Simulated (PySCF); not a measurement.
Ionisation energy of Ba⁺ by level of theory

Ba⁺ [Xe] 6s1 (2S) → Ba²⁺ [Xe] (1S), as a difference of total energies. Computed with PySCF 2.14 in ANO-RCC-VTZP (8s7p4d2f1g, 72 functions), with scalar relativity by spin-free X2C-1e. Correlated levels: valence and next inner shell: [Kr] 4d10 frozen. The calculations carry no spin-orbit coupling.

Question: Order these methods by the ionisation energy they give, lowest first.
A. CCSD (valence and next inner shell)
B. CCSD(T) (valence and next inner shell)
C. SCS-MP2 (valence and next inner shell)
D. UHF

Answer: D (9.324 eV), C (9.693 eV), A (9.743 eV), B (9.777 eV).

Errors of the correlated levels include the incompleteness of this basis and the frozen core.

For comparison: 10.004 eV (measured; NIST Atomic Spectra Database, ionization energies).
